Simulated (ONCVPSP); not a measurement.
How hard is this silicon (Si) ONCV potential?

Si, optimised norm-conserving Vanderbilt (ONCV), made with ONCVPSP 4.0.1 (LDA (Perdew-Wang 92), non-relativistic). Core [Ne], reference 3s2 (charge +2). Waves: 3s: rc 1.55 bohr, ncon 4, nbas 8, qcut 4.5 1/bohr, 1 projector; p scattering state at 0.17 Ha: rc 1.35 bohr, ncon 4, nbas 8, qcut 4.9 1/bohr, 2 projectors, debl 2.9 Ha; d scattering state at 0.17 Ha: rc 1.35 bohr, ncon 5, nbas 9, qcut 6.6 1/bohr, local. Local part: the d channel. Core correction: Teter function, fcfact 3.75, rcfact 1.35.

In the p channel the program set the typed energies aside and used 0.050, 2.950 Ha.

Question: For each optimised wave give the share of its norm inside rc, the residual kinetic energy above qcut (Ha) and the cutoffs (Ha) for errors of 10, 1, 0.1 and 0.01 mHa per electron.

Answer:

| wave | norm inside rc | residual KE | 10 mHa | 1 mHa | 0.1 mHa | 0.01 mHa |
| --- | --- | --- | --- | --- | --- | --- |
| 3s | 0.303 | 1.9e-04 | 5.9 | 8.4 | 11.9 | 31.4 |
| p projector 1 | 0.076 | 6.5e-04 | 3.1 | 7.5 | 98.4 | 118.3 |
| p projector 2 | 0.072 | 3.3e-02 | 46.8 | 139.0 | 159.0 | 231.1 |
| d projector 1 | 0.086 | 1.2e-03 | 13.3 | 22.6 | 116.6 | 156.3 |

The occupied waves need 8.4 Ha and 12 Ha for 1 and 0.1 mHa.
